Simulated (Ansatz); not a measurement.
# Nudged elastic band run: BBrH$_{5}$N

Input:

```yaml
crystal:
  periodic: [false, false, false]
  atoms:
    - { symbol: B, position_ang: [-0.690635, -0.342345, -0.234857] }
    - { symbol: Br, position_ang: [-0.436693, 0.106405, -2.202043] }
    - { symbol: H, position_ang: [-1.635529, 0.240493, 0.219252] }
    - { symbol: H, position_ang: [-0.663121, -1.528451, -0.058949] }
    - { symbol: H, position_ang: [0.69038, 1.276779, 0.28786] }
    - { symbol: "N", position_ang: [0.63131, 0.274677, 0.458371] }
    - { symbol: H, position_ang: [1.471267, -0.1458, 0.065343] }
    - { symbol: H, position_ang: [0.633021, 0.118141, 1.464923] }
basis:
  gaussian: { orbitals: def2-mTZVP }
hamiltonian:
  xc: pbe0
  dispersion: d4
neb:
  order_check: false
  images: 5
  f_tol: 0.05
  max_iterations: 60
  final_atoms:
    - { symbol: B, position_ang: [-0.77335815, -0.72710186, 0.58792649] }
    - { symbol: Br, position_ang: [0.60222023, 1.59149068, -2.50811298] }
    - { symbol: H, position_ang: [-1.74722562, -0.15830934, 0.97694357] }
    - { symbol: H, position_ang: [-0.80930186, -1.83234796, 0.14024428] }
    - { symbol: H, position_ang: [0.37261041, 0.8486244, -1.28206773] }
    - { symbol: "N", position_ang: [0.45163972, -0.05742821, 0.62136198] }
    - { symbol: H, position_ang: [1.32841036, -0.50481169, 0.39545939] }
    - { symbol: H, position_ang: [0.57500491, 0.83978297, 1.06814499] }
  initial_path:
    images:
      - { positions_ang: [[-0.690635, -0.342345, -0.234857], [-0.436693, 0.106405, -2.202043], [-1.635529, 0.240493, 0.219252], [-0.663121, -1.528451, -0.058949], [0.69038, 1.276779, 0.28786], [0.63131, 0.274677, 0.458371], [1.471267, -0.1458, 0.065343], [0.633021, 0.118141, 1.464923]] }
      - { positions_ang: [[-0.72222025, -0.40310504, -0.18689118], [-0.44527152, 0.32488329, -2.15733855], [-1.66508556, 0.13669114, 0.28671723], [-0.65596345, -1.56739234, -0.15957234], [0.73026748, 1.1591809, 0.01132114], [0.66142225, 0.25137882, 0.49733125], [1.48149993, -0.23943909, 0.26736034], [0.61535111, 0.33770132, 1.4409721]] }
      - { positions_ang: [[-0.7538055, -0.46386508, -0.13892536], [-0.45385004, 0.54336157, -2.1126341], [-1.69464212, 0.03288929, 0.35418246], [-0.6488059, -1.60633369, -0.26019567], [0.77015497, 1.0415828, -0.26521771], [0.69153451, 0.22808064, 0.5362915], [1.49173287, -0.33307817, 0.46937768], [0.59768122, 0.55726165, 1.4170212]] }
      - { positions_ang: [[-0.78539076, -0.52462512, -0.09095954], [-0.46242856, 0.76183986, -2.06792965], [-1.72419868, -0.07091257, 0.42164769], [-0.64164834, -1.64527503, -0.36081901], [0.81004245, 0.92398469, -0.54175657], [0.72164676, 0.20478246, 0.57525175], [1.5019658, -0.42671726, 0.67139502], [0.58001133, 0.77682197, 1.3930703]] }
      - { positions_ang: [[-0.78137989, -0.59211737, 0.1353358], [-0.10754563, 1.03839013, -2.21465743], [-1.73187433, -0.10004483, 0.60674632], [-0.69753285, -1.70763267, -0.19379791], [0.66423177, 0.8988646, -0.78852696], [0.63164441, 0.11737891, 0.59062183], [1.44411399, -0.45274874, 0.57941648], [0.57834252, 0.79780897, 1.28476187]] }
      - { positions_ang: [[-0.77736902, -0.65960961, 0.36163115], [0.2473373, 1.31494041, -2.3613852], [-1.73954997, -0.12917708, 0.79184494], [-0.75341736, -1.76999032, -0.02677682], [0.51842109, 0.8737445, -1.03529734], [0.54164207, 0.02997535, 0.6059919], [1.38626217, -0.47878021, 0.48743794], [0.57667372, 0.81879597, 1.17645343]] }
      - { positions_ang: [[-0.77335815, -0.72710186, 0.58792649], [0.60222023, 1.59149068, -2.50811298], [-1.74722562, -0.15830934, 0.97694357], [-0.80930186, -1.83234796, 0.14024428], [0.37261041, 0.8486244, -1.28206773], [0.45163972, -0.05742821, 0.62136198], [1.32841036, -0.50481169, 0.39545939], [0.57500491, 0.83978297, 1.06814499]] }
```

Launched with:

```bash
$ ansatz run input.yaml --threads 2 --pin off --max-ram 3072MiB --backend cpu --events-out ev --progress --plain --runs-dir out
```

Output, in part (warnings, iteration lines, the closing report on the highest movable image, with atoms numbered from 0):

```
NEB end point (image 0): max|allowed force component| = 2.477e-2 eV/Å (the criterion of neb.relax_end_points is 1.000e-2)
NEB end point (image 6): max|allowed force component| = 2.541e-2 eV/Å (the criterion of neb.relax_end_points is 1.000e-2)
NEB iter   1: max|band force component| = 6.082e0 eV/Å  barrier→ = 2.0148 eV  barrier← = 1.1127 eV  Δτ_max = 0.2000 Å  (172 SCF iters)
NEB iter   2: max|band force component| = 2.680e0 eV/Å  barrier→ = 1.4415 eV  barrier← = 0.5394 eV  Δτ_max = 0.1846 Å  (142 SCF iters)
NEB iter   3: max|band force component| = 3.347e0 eV/Å  barrier→ = 1.3937 eV  barrier← = 0.4916 eV  Δτ_max = 0.0884 Å  (139 SCF iters)
NEB iter   4: max|band force component| = 7.644e-1 eV/Å  barrier→ = 1.2075 eV  barrier← = 0.3054 eV  Δτ_max = 0.0743 Å  (143 SCF iters)
NEB iter   5: max|band force component| = 5.007e-1 eV/Å  barrier→ = 1.1891 eV  barrier← = 0.2870 eV  CI = image 4  Δτ_max = 0.1747 Å  (136 SCF iters)
NEB iter   6: max|band force component| = 9.854e-1 eV/Å  barrier→ = 1.3834 eV  barrier← = 0.4814 eV  CI = image 4  Δτ_max = 0.0872 Å  (139 SCF iters)
NEB iter   7: max|band force component| = 5.710e-1 eV/Å  barrier→ = 1.4226 eV  barrier← = 0.5206 eV  CI = image 4  Δτ_max = 0.0865 Å  (133 SCF iters)
NEB iter   8: max|band force component| = 3.011e-1 eV/Å  barrier→ = 1.3964 eV  barrier← = 0.4943 eV  CI = image 4  Δτ_max = 0.0357 Å  (133 SCF iters)
NEB iter   9: max|band force component| = 1.160e-1 eV/Å  barrier→ = 1.3922 eV  barrier← = 0.4901 eV  CI = image 4  Δτ_max = 0.1308 Å  (131 SCF iters)
NEB iter  10: max|band force component| = 9.109e-2 eV/Å  barrier→ = 1.3887 eV  barrier← = 0.4866 eV  CI = image 4  Δτ_max = 0.0126 Å  (139 SCF iters)
NEB iter  11: max|band force component| = 4.417e-2 eV/Å  barrier→ = 1.3878 eV  barrier← = 0.4857 eV  CI = image 4  Δτ_max = 0.0037 Å  (216 SCF iters)
NEB iter  12: max|band force component| = 4.417e-2 eV/Å  barrier→ = 1.3876 eV  barrier← = 0.4856 eV  CI = image 4  Δτ_max = 0.0000 Å  (50 SCF iters)
Total energy: -72284.14741845 eV, -2656.3934216732 hartree
Atom 0 at    -0.691872    -0.563240     0.206875 Å, force     0.025317     0.013192     0.004829 eV/Å
Atom 1 at    -0.123028     1.038997    -2.164066 Å, force    -0.002339    -0.001685     0.000234 eV/Å
Atom 2 at    -1.695302    -0.030786     0.543518 Å, force     0.001063     0.003174    -0.000996 eV/Å
Atom 3 at    -0.634452    -1.638004    -0.288445 Å, force     0.001145     0.001136    -0.002367 eV/Å
Atom 4 at     0.548639     0.684856    -0.623816 Å, force     0.002006     0.005378    -0.006529 eV/Å
Atom 5 at     0.583800     0.111779     0.528268 Å, force    -0.040147    -0.031870     0.004799 eV/Å
Atom 6 at     1.429776    -0.444765     0.565788 Å, force     0.005965     0.007056     0.001170 eV/Å
Atom 7 at     0.582439     0.841061     1.231779 Å, force     0.006990     0.003618    -0.001141 eV/Å
Dipole moment:     0.440609    -0.312185     1.164567 e Å
```

The run converged. The band force fell under the threshold earlier too, but the program's further tests of the path sent the band on. A vibrational analysis at the climbing image gives one clearly imaginary mode, 957i cm⁻¹: a first-order saddle point. The orbitals stay closed-shell, which can raise the energy where a bond breaks towards radicals; this wasn't checked here.

Final band (atoms are numbered from 1 in the order of the input):

| image | path coordinate (Å) | energy (eV) | B1–Br2 (Å) | H5–N6 (Å) | Br2–H5 (Å) |
| --- | --- | --- | --- | --- | --- |
| 0 | 0.00 | 0.00 | 2.03 | 1.02 | 2.97 |
| 1 | 0.62 | 0.05 | 2.03 | 1.02 | 2.76 |
| 2 | 1.24 | 0.12 | 2.05 | 1.02 | 2.59 |
| 3 | 1.87 | 0.68 | 2.34 | 1.05 | 2.04 |
| 4 | 2.49 | 1.39 | 2.92 | 1.29 | 1.72 |
| 5 | 3.29 | 0.94 | 3.57 | 2.02 | 1.46 |
| 6 | 4.10 | 0.90 | 4.11 | 2.11 | 1.45 |

Run time: 77 s on 2 threads of AMD EPYC 7R13 Processor (Zen 3), with other jobs on the host, peak memory 0.2 GiB.
